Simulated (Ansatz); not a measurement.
Geometry optimisation, RKS PBE-D4/def2-SVP in Ansatz.

input.yaml

```yaml
crystal:
  periodic: [false, false, false]
  atoms:
    - { symbol: C, position_ang: [-0.431, 1.6442, -0.782] }
    - { symbol: Al, position_ang: [-0.0529, -0.1614, -0.1936] }
    - { symbol: C, position_ang: [1.0874, -0.4388, 1.3789] }
    - { symbol: "N", position_ang: [-0.6882, -1.6495, -1.1369] }
    - { symbol: H, position_ang: [-1.138, 1.6364, -1.7015] }
    - { symbol: H, position_ang: [-0.9964, 2.2476, 0.0228] }
    - { symbol: H, position_ang: [0.4858, 2.222, -1.0512] }
    - { symbol: H, position_ang: [2.0567, -1.0004, 1.0841] }
    - { symbol: H, position_ang: [0.565, -0.9866, 2.2098] }
    - { symbol: H, position_ang: [1.4336, 0.5444, 1.8245] }
    - { symbol: H, position_ang: [-0.4631, -2.5137, -0.5964] }
    - { symbol: H, position_ang: [-1.782, -1.5993, -1.0247] }
basis:
  gaussian: { orbitals: def2-SVP }
hamiltonian:
  xc: pbe
  dispersion: d4
relax:
  f_tol: 0.02
  max_steps: 50
output:
  orbitals: {}
```

Launched with:

```bash
$ ansatz run input.yaml --threads 2 --pin off --max-ram 3072MiB --backend cpu --events-out ev --progress --plain --runs-dir out
```

Task: Where does it end, and by what steps?

Result: It converged. The force dipped under the threshold on the way, but the program's further checks kept it going. After 25 steps the energy has fallen by 0.573 eV; H9 moved furthest, 0.81 Å.

| step | energy less start (eV) | largest force component (eV/Å) | accepted |
| --- | --- | --- | --- |
| 0 | 0.0000 | 2.055 | yes |
| 1 | -0.2726 | 1.816 | yes |
| 2 | -0.4639 | 1.397 | yes |
| 3 | -0.5478 | 0.248 | yes |
| 4 | -0.5583 | 0.267 | yes |
| 5 | -0.5614 | 0.026 | yes |
| 6 | -0.5618 | 0.006 | yes |
| 7 | -0.5620 | 0.029 | yes |
| 8 | -0.5622 | 0.020 | yes |
| 9 | -0.5626 | 0.079 | yes |
| 10 | -0.5630 | 0.064 | yes |
| 11 | -0.5639 | 0.060 | yes |
| 12 | -0.5628 | 0.222 | no |
| 13 | -0.5643 | 0.075 | yes |
| 14 | -0.5658 | 0.085 | yes |
| 15 | -0.5665 | 0.125 | yes |
| 16 | -0.5677 | 0.089 | yes |
| 17 | -0.5693 | 0.060 | yes |
| 18 | -0.5691 | 0.213 | no |
| 19 | -0.5694 | 0.073 | yes |
| 20 | -0.5712 | 0.005 | yes |
| 21 | -0.5708 | 0.175 | no |
| 22 | -0.5718 | 0.009 | yes |
| 23 | -0.5721 | 0.103 | yes |
| 24 | -0.5727 | 0.039 | yes |
| 25 | -0.5730 | 0.002 | yes |

```xyz
12
Properties=species:S:1:pos:R:3
C -0.426 1.619 -0.861
Al -0.086 -0.148 -0.062
C 1.178 -0.437 1.420
N -0.965 -1.564 -0.719
H -1.122 1.582 -1.725
H -0.862 2.316 -0.113
H 0.517 2.091 -1.212
H 2.225 -0.282 1.082
H 1.118 -1.457 1.852
H 1.008 0.287 2.246
H -0.877 -2.525 -0.380
H -1.633 -1.537 -1.494
```

The run took 33 s on 2 threads of Intel(R) Xeon(R) Platinum 8488C (Sapphire Rapids), with other jobs on the host, peak memory 0.16 GiB.
